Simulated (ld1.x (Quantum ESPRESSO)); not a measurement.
# Before and after: TM potential for Pb (Z = 82)

ld1.x (Quantum ESPRESSO) 7.5 input, shortened:

```
&input
   title='Pb', zed=82., rel=1, dft='PBE', iswitch=3,
   config='[Xe] 4f14 5d10 6s1 6p3 6d-2'
 /
 &inputp
   pseudotype=2, tm=.true., lloc=-1, rcloc=1.60,
   nlcc=.true., new_core_ps=.true., rcore=1.60
 /
3
6S  1  0   1.00   0.00  1.95  1.95  0.0
6P  2  1   3.00   0.00  1.95  1.95  0.0
6D  3  2  -2.00   0.10  2.00  2.00  0.0
 &test
   configts(1)='6s1 6p3'
 /
```

Change: local potential the s channel.

Cutoffs: the cutoffs (Ry, on a coarse ladder) from which the occupation-weighted sum of valence levels, in a spherical-Bessel basis at the reference potential, stays within 10 and 1 mRy of its value at 400 Ry; they do not see the model core or the augmentation charge, which bear on the density cutoff. Errors are all-electron minus pseudo energies relative to the spin-unpolarised reference configuration.

**Question.** How do hardness, ghosts and transferability respond?

**Answer.** The potential gets neither clearly harder nor softer (30 Ry and 50 Ry → 30 Ry and 50 Ry); the bound ghosts move from d, p, s to d; of the 7 tests that both files solve, the error grows in 0 and shrinks in 4 by more than 15 % and 0.3 meV (median size 40.1 → 30.3 meV); the range in which the p phases agree widens (upper end 0.6 → 3.3); the range in which the d phases agree widens (upper end 0.4 → 1.5). In the separable form a ghost depends on how the local part lies against the semilocal potential of the channel, so the choice of the local part can create or remove one.

```csv
quantity,base,changed
"cutoff, loose",30 Ry,30 Ry
"cutoff, tight",50 Ry,50 Ry
loose cutoff by channel (10 mRy a level),"s 18 Ry, p 8 Ry","p 21 Ry, s 18 Ry"
bound ghosts,"s, d, p",d
"error for 6s2 6p2, meV [ΔE -8.74 eV]",-40,-30
"error for 6s2 6p1, meV [ΔE -2.16 eV]",-15,-15
"error for 6s2 6p0, meV [ΔE 11.28 eV]",-48,-48
"error for 6s0 6p4, meV [ΔE 9.10 eV]",-51,-33
"error for 6s1 6p2, meV [ΔE 7.37 eV]",-24,-15
"error for 6s2 6p1.5, meV [ΔE -6.24 eV]",-24,-21
"error for 6s2 6p2.3, meV [ΔE -9.54 eV]",-50,-34
s: phases at 2.20 bohr within 0.05 rad from the reference energy up to (Ry; the scan ends near 5),3.6,3.8
p: phases at 2.20 bohr within 0.05 rad from the reference energy up to (Ry; the scan ends near 5),0.6,3.3
d: phases at 2.20 bohr within 0.05 rad from the reference energy up to (Ry; the scan ends near 5),0.4,1.5
```

 A true bound ghost makes a file unfit for plane-wave use even where its test errors are small: the radial tests pick states by their node count and pass the ghost by.
